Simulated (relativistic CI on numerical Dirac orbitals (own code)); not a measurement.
Method of calculation: Dirac-Coulomb-Breit CI, KLI orbitals optimised for each configuration, model QED (radiative potential, 1s self-energy scaled to tabulated hydrogen-like ionisation energies), unscaled Slater integrals (own radial code, finite nucleus).

CI space (outside the closed core [Ne]): 3s2, 3s 3p, 3p2, 3s 3d, 3d2, 3p 3d, 3p 4s, 3d 4s, 3s 4s, 3s 4p, 3s 4d, 3s 4f, 3s 5s, 3s 5p, 3s 5d, 4s2, 3s 5f, 3s 5g, 3s 6s, 3s 6p, 3s 6d. Levels of other configurations are missing.

At this charge energies of transitions that change n are usually good to better than 1 %, and those within a shell (Δn = 0) to a few per cent.

Outline of the computed level scheme of Rb XXVI. Lowest level of each configuration: 3s2 1S_0 at 0.000 eV; 3s 3p 3P°_0 at 50.132 eV; 3p2 3P_0 at 120.628 eV; 3s 3d 3D_1 at 153.464 eV; 3p 3d 3F°_2 at 207.345 eV; 3d2 3F_2 at 310.267 eV; 3s 4s 3S_1 at 577.735 eV; 3s 4p 3P°_0 at 603.711 eV; 3p 4s 3P°_0 at 638.788 eV.

Some strong electric-dipole decays among the lowest 43 levels: 3s 4p 1P°_1 → 3s2 1S_0 (1.9e+12 s⁻¹); 3s 4s 1S_0 → 3s 3p 1P°_1 (1.8e+12 s⁻¹); 3s 4s 3S_1 → 3s 3p 3P°_2 (1.2e+12 s⁻¹); 3s 4p 3P°_1 → 3s2 1S_0 (9.0e+11 s⁻¹); 3p 4s 3P°_1 → 3p2 1D_2 (6.7e+11 s⁻¹); 3s 4s 3S_1 → 3s 3p 3P°_1 (6.3e+11 s⁻¹); 3p 4s 3P°_1 → 3p2 3P_0 (4.0e+11 s⁻¹); 3s 4p 3P°_2 → 3s 3d 3D_3 (3.5e+11 s⁻¹).

LS names give the leading component of a level, which can be under half, so a name can repeat, a term be missing and a line seem to break the LS rules.
